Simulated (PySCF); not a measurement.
# PBE0 beside CCSD(T) along the third period: bonds to I

PBE0 and CCSD(T) in PySCF with x2c-SVPall on every atom, spin-free X2C, for the lowest determinant that a PBE0 search found; no spin–orbit coupling.

```tsv
molecule	state (unpaired electrons)	PBE0 Re (Å)	PBE0 ωe (cm⁻¹)	PBE0 De (eV)	CCSD(T) Re (Å)	CCSD(T) ωe (cm⁻¹)	CCSD(T) De (eV)
NaI	singlet (closed shell)	2.703	263	3.25	2.740	259	3.10
MgI	doublet (σ ↑)	2.604	311	2.34	2.616	318	2.04
AlI	singlet (closed shell)	2.543	323	3.96	2.543	328	3.74
SiI	doublet (π ↑)	2.451	366	3.30	2.474	357	2.83
PI	triplet (π ↑↑)	2.391	374	2.48	?	?	?
ICl	singlet (closed shell)	2.361	382	2.21	2.401	354	1.77
```

Problem. Estimate the CCSD(T) values of PI by adding the mean shift from PBE0 to CCSD(T) of the other rows, and compare with the calculation.

Solution. The mean shifts are +2.2 pm, -6 cm⁻¹ and -0.32 eV, which give 2.413 Å, 368 cm⁻¹ and 2.16 eV. CCSD(T)/x2c-SVPall gives Re = 2.441 Å, ωe = 342 cm⁻¹, De = 1.79 eV.

Problem. What are the mean differences of PBE0 from CCSD(T) over the whole series?

Solution. Re -2.7 pm, ωe +10 cm⁻¹, De +0.38 eV.

In a basis of this size CCSD(T) is itself not converged; it tends to give bonds that are too long and too weak.

Correlated steps freeze the inner cores (19 to 23 orbitals); shallow outer-core shells are correlated. Correlated levels converge slowly with the basis: in double zeta they bind strong bonds too weakly, by up to about 1 eV, and carry superposition errors of some tenths. These are scalar-relativistic numbers at best; spin–orbit coupling would shift them, the dissociation energy most. Where the molecule has an RHF reference, its open-shell atoms are computed with UHF. States were picked by a PBE0 search and need not be the measured ground states.
